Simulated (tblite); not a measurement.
C₅H₇ClF (doublet state).
SMILES with atom numbers: `[CH2:1]=[C:2]([F:3])[C@H:4]([CH3:5])[CH:6][Cl:7]` (hydrogens: H8, H9 on C1; H10 on C4; H11, H12, H13 on C5; H14 on C6)

Cartesian coordinates in Å at the GFN2-xTB level; atoms count from 1:
```
atom  x, y, z in Å
C1     2.0313    0.5831    0.4747
C2     1.0183   -0.0152   -0.1236
F3     1.2449   -0.7698   -1.2233
C4    -0.4489    0.0878    0.2320
C5    -1.0887   -1.3023    0.2928
C6    -1.0970    0.9315   -0.8063
Cl7   -1.0570    2.6165   -0.6583
H8     3.0374    0.4742    0.1105
H9     1.8777    1.1889    1.3465
H10   -0.5190    0.5795    1.2061
H11   -0.5918   -1.9056    1.0487
H12   -0.9981   -1.8018   -0.6683
H13   -2.1421   -1.2164    0.5440
H14   -1.2677    0.5492   -1.7976
```

Method: GFN2-xTB as coded in tblite; computed harmonic values from a numerical Hessian at the method's own geometry, unscaled. This tight-binding method is rough: wavenumbers can miss measured ones by several per cent, in bad cases by 10 to 20. One conformer, not necessarily the lowest. Open shells enter through the occupations alone, without spin polarisation, and single modes of such species can be off by tens of per cent.

Harmonic wavenumbers (cm⁻¹): 45.7, 49.2, 169.3, 204.3, 220.9, 246.2, 325.8, 406.6, 441.2, 554.4, 586.6, 710.3, 803.0, 820.6, 866.4, 924.7, 968.8, 1029.0, 1090.6, 1143.4, 1177.6, 1206.8, 1253.1, 1300.7, 1374.5, 1403.6, 1486.8, 1491.8, 1705.2, 2958.0, 3042.7, 3050.9, 3052.7, 3101.0, 3128.3, 3173.5.

A = 2954, B = 1441, C = 1174 MHz; mass 121.022 u (most abundant isotopes); point group C1, symmetry number 1; spin multiplicity 2.

What is the zero-point energy?

½Σν̃ = 22757 cm⁻¹ = 65.07 kcal/mol.

Give the ideal-gas entropy at 273.15 K and 1 bar in the rigid-rotor, harmonic-oscillator model (classical rotation).

Translation 39.88, rotation 28.29, vibration 21.67, spin (R ln 2) 1.38: S = 91.2 cal/(mol K).

And Cp and H(273.15 K) − H(0)?

Cp = 29.55 cal/(mol K), of which vibrations give 21.60 (their classical limit is 36 R = 71.5); H(273.15 K) − H(0) = 5.22 kcal/mol without the zero-point energy, 3.05 from vibrations.

Which modes carry the vibrational entropy at 273.15 K?

45.7 cm⁻¹: 4.82; 49.2 cm⁻¹: 4.68; 169.3 cm⁻¹: 2.28; 204.3 cm⁻¹: 1.93; 220.9 cm⁻¹: 1.79; 246.2 cm⁻¹: 1.60 cal/(mol K); the other 30 give 4.56 together.

How do the functions run with temperature in this model?

| T (K) | S (cal/(mol K)) | Cp (cal/(mol K)) | H − H(0) (kcal/mol) | G − H(0) (kcal/mol) | ln q(vib) |
| --- | --- | --- | --- | --- | --- |
| 150 | 76.5 | 20.5 | 2.14 | -9.33 | 2.70 |
| 250 | 88.7 | 27.8 | 4.56 | -17.61 | 4.80 |
| 298.15 | 93.9 | 31.4 | 5.98 | -22.01 | 5.79 |
| 400 | 104.1 | 38.4 | 9.55 | -32.10 | 7.86 |
| 600 | 121.8 | 48.9 | 18.35 | -54.74 | 11.76 |
| 900 | 143.7 | 58.8 | 34.64 | -94.68 | 17.17 |

q(vib) and H(0) count from the zero-point level.

Hindered rotation and anharmonicity are outside this model. Other conformers, if any are populated, would add a mixing term that is left out. The structure is chiral; the term R ln 2 for an equal mix with its mirror image is left out.
